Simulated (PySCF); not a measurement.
H3N, SMILES [NH3+], charge +1, multiplicity 2.

The structure is a stationary point at PBE0-D3(BJ)/def2-TZVPD.

The numbers are results of PBE/def2-TZVPD (PySCF), not measurements.

The molecule is in vacuum.

The total energy comes out as -56.13593 hartree and the point group comes out as D3h. The α spin, highest occupied and lowest empty level comes out as -17.99 and -7.28 eV and the β spin, highest occupied and lowest empty level is -21.94 and -14.56 eV. The dipole moment about the centre of nuclear charge is 0.00 D and the mean static polarisability comes out as 7.6 bohr³ (1.13 Å³). The polarisability, principal values comes out as 6.2, 8.4, 8.4 bohr³ and the ⟨S²⟩ comes out as 0.753 (pure state 0.75).
